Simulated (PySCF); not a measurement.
# Radial density of He⁺ (helium, charge +1)

HSE06, 1s1, 2S determinant. All numbers are calculated (PySCF 2.14, scalar relativity by spin-free X2C-1e, in x2c-QZVPPall with one added diffuse shell each of s, p, d type (5s4p3d1f, 39 functions)).

```csv
r (bohr),4πr²ρ (e/bohr),4πr²(ρα − ρβ)
0.0134,0.005608,0.0056
0.0225,0.01533,0.0153
0.0379,0.04053,0.0405
0.0637,0.1031,0.1031
0.107,0.2431,0.2431
0.180,0.5087,0.5087
0.303,0.8691,0.8691
0.510,1.067,1.0674
0.858,0.7567,0.7567
1.44,0.2120,0.2120
2.43,0.01379,0.0138
4.08,7.351e-05,0.0001
```

Densities and radii are taken from the X2C orbitals without a picture-change correction, which distorts them close to the nucleus.

For one electron the Hartree and exchange-correlation energies should cancel; what remains is the self-interaction error.
